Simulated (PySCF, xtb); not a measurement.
methyl(silyloxy)silane (CH8OSi2), SMILES C[SiH2]O[SiH3].

GFN2-xTB (xtb) at its own geometry gives an orbital gap of 5.59 eV and a dipole moment of 0.57 D.

Geometry optimised at PBE0-D3(BJ)/def2-SVP. Other conformers were not sampled.

### Question
What does PySCF with ωB97X/def2-TZVP give? (The exact figures need the calculation; the answer reports its results.)

### Answer
gap 12.98 eV (levels -10.94 and 2.04 eV), dipole 0.64 D.
